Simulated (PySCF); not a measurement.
Isomers of C6H15AlO, from PySCF 2.14.0, PBE0-D3(BJ)/def2-SVP geometry optimisation, gas phase. One conformer each, no zero-point energy, no frequencies.

**Question.** Which isomer lies lower at this level?
A. `[CH3][Al]([CH3])[O]C(C)(C)C` (AlMe2(OtBu)): A = 2418, B = 990.8, C = 839.3 MHz, dipole 0.73 D
B. `[CH3:1][O+:2]([AlH3-:3])[CH2:4][CH:5]1[CH2:6][CH2:7][CH2:8]1` with C1–O2–C4–C5 -73°, O2–C4–C5–C6 79°, C4–C5–C6–C7 139°, C5–C6–C7–C8 -19°, C6–C7–C8–C5 19°, C4–C5–C8–C7 -143°: A = 3177, B = 859.7, C = 776.3 MHz, dipole 5.48 D

**Answer.** A. That is AlMe2(OtBu), `[CH3][Al]([CH3])[O]C(C)(C)C`, 73.0 kcal/mol below the other.

| SMILES | mapped SMILES | E (Eh) | relative (kcal/mol) | relative (kJ/mol) | dipole (D) |
| --- | --- | --- | --- | --- | --- |
| [CH3][Al]([CH3])[O]C(C)(C)C | – | -554.61889 | 0.0 | 0.0 | 0.73 |
| C[O+]([AlH3-])CC1CCC1 | [CH3:1][O+:2]([AlH3-:3])[CH2:4][CH:5]1[CH2:6][CH2:7][CH2:8]1 | -554.50256 | 73.0 | 305.4 | 5.48 |
